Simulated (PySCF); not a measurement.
Compound: CH8AlOSb.
Numbering: `[CH3:1][O:2][AlH2-:3][SbH3+:4]` (hydrogens: H5, H6, H7 on C1; H8, H9 on Al3; H10, H11, H12 on Sb4)

Computed by this run: PBE0-D3(BJ)/def2-SVP geometry optimisation, gas phase, def2 core potentials past Kr (PySCF 2.14.0); density fitting, grid level 1; the optimiser is geomeTRIC in internal coordinates, started from a GFN2-xTB structure with every atom displaced at random (about 0.01 Å).

Step 5: E = -16337.8682 eV
```
atom  x, y, z in Å  |  force x, y, z in eV/Å
C1      2.0731    0.6495   -0.6141   -0.013  -0.012  -0.011
O2      1.3093   -0.2700    0.0528    0.019   0.002   0.034
Al3     0.2973   -1.3838    0.8214   -0.022   0.002  -0.018
Sb4    -2.1560    0.1416    0.1382    0.047  -0.022   0.011
H5      2.8422    1.0977    0.0434    0.005   0.004  -0.008
H6      1.4604    1.4842   -1.0092    0.001   0.005  -0.004
H7      2.5990    0.1999   -1.4783    0.005   0.006   0.003
H8      0.1451   -1.2820    2.4034   -0.006  -0.005  -0.005
H9     -0.0977   -2.7083    0.0289   -0.004   0.002   0.000
H10    -1.9569    1.1849   -1.1924   -0.025   0.001   0.007
H11    -2.8143    1.3291    1.1661   -0.004   0.008  -0.013
H12    -3.6623   -0.4700   -0.3703   -0.003   0.009   0.004
```

Step 6: E = -16337.8690 eV
```
atom  x, y, z in Å  |  force x, y, z in eV/Å
C1      2.0827    0.6483   -0.6111    0.007  -0.007  -0.014
O2      1.3207   -0.2696    0.0600    0.022   0.001   0.039
Al3     0.3026   -1.3839    0.8194   -0.043   0.010  -0.036
Sb4    -2.1607    0.1429    0.1357    0.033  -0.001   0.010
H5      2.8531    1.0995    0.0437   -0.008  -0.004  -0.011
H6      1.4692    1.4817   -1.0076   -0.001   0.003  -0.004
H7      2.6086    0.1969   -1.4747   -0.004   0.007   0.009
H8      0.1404   -1.2834    2.4003   -0.003  -0.010  -0.005
H9     -0.1011   -2.7011    0.0176    0.007   0.008   0.010
H10    -1.9890    1.1836   -1.2014   -0.013  -0.007   0.006
H11    -2.8167    1.3346    1.1614    0.001  -0.002  -0.010
H12    -3.6704   -0.4769   -0.3535    0.002   0.003   0.007
```

Step 7: E = -16337.8700 eV
```
atom  x, y, z in Å  |  force x, y, z in eV/Å
C1      2.0991    0.6468   -0.6053    0.023   0.003  -0.020
O2      1.3401   -0.2667    0.0751    0.021  -0.001   0.049
Al3     0.3077   -1.3813    0.8135   -0.065   0.022  -0.051
Sb4    -2.1655    0.1456    0.1325    0.015   0.022  -0.004
H5      2.8711    1.1037    0.0438   -0.016  -0.009  -0.009
H6      1.4841    1.4770   -1.0061   -0.002  -0.001  -0.005
H7      2.6244    0.1900   -1.4666   -0.011   0.005   0.007
H8      0.1257   -1.2879    2.3921    0.004  -0.016  -0.001
H9     -0.1067   -2.6859   -0.0041    0.017   0.004   0.013
H10    -2.0461    1.1773   -1.2175    0.011  -0.012  -0.004
H11    -2.8150    1.3455    1.1524    0.001  -0.007   0.010
H12    -3.6795   -0.4914   -0.3198    0.001  -0.010   0.015
```

Step 8: E = -16337.8715 eV
```
atom  x, y, z in Å  |  force x, y, z in eV/Å
C1      2.1209    0.6448   -0.5968    0.027   0.006  -0.030
O2      1.3659   -0.2599    0.0998    0.028   0.014   0.057
Al3     0.3097   -1.3746    0.8027   -0.083   0.026  -0.056
Sb4    -2.1697    0.1509    0.1275   -0.022   0.050  -0.011
H5      2.8951    1.1112    0.0428   -0.020  -0.013  -0.002
H6      1.5040    1.4695   -1.0062   -0.003  -0.006  -0.005
H7      2.6444    0.1779   -1.4537   -0.014   0.000   0.003
H8      0.0995   -1.2966    2.3781    0.011  -0.019   0.004
H9     -0.1119   -2.6624   -0.0372    0.024  -0.003   0.011
H10    -2.1206    1.1642   -1.2407    0.033  -0.015  -0.016
H11    -2.8100    1.3614    1.1417    0.010  -0.019   0.021
H12    -3.6880   -0.5137   -0.2681    0.009  -0.021   0.023
```

**Question.** Estimate the geometry and energy of step 9. (The exact step hangs on the optimiser's Hessian estimate; all steps are aligned on step 8, rigid shifts and turns removed.)

**Answer.** E = -16337.8787 eV, largest force 0.165 eV/Å
```
atom  x, y, z in Å  |  force x, y, z in eV/Å
C1      2.1909    0.6349   -0.5647    0.035   0.021  -0.080
O2      1.4500   -0.2288    0.1979    0.056   0.075   0.098
Al3     0.3116   -1.3406    0.7605   -0.154  -0.019  -0.057
Sb4    -2.1818    0.1722    0.1026   -0.105   0.117  -0.030
H5      2.9743    1.1365    0.0351   -0.024  -0.020   0.014
H6      1.5671    1.4362   -1.0093   -0.002  -0.010   0.000
H7      2.7029    0.1234   -1.4026   -0.015  -0.012  -0.005
H8     -0.0016   -1.3272    2.3193    0.027  -0.021   0.017
H9     -0.1167   -2.5682   -0.1624    0.044  -0.021  -0.003
H10    -2.3726    1.1081   -1.3083    0.079  -0.031  -0.051
H11    -2.7885    1.4125    1.1010    0.035  -0.025   0.064
H12    -3.6963   -0.5862   -0.0793    0.024  -0.054   0.034
```

The energy changes by -0.0073 eV. The first-order estimate −F·Δx gives -0.0068 eV and the mean of the old and new forces, exact on a quadratic surface, -0.0068 eV. The step makes an angle of 85° with the force vector and moves no atom by more than 0.267 Å.

What follows is the cost of the whole optimisation. The run took 2.7 min wall on an Arm Neoverse V1 with one thread, shared host with 32 logical CPUs at a one-minute load of 15, and the process peaked at 0.47 GiB of memory.
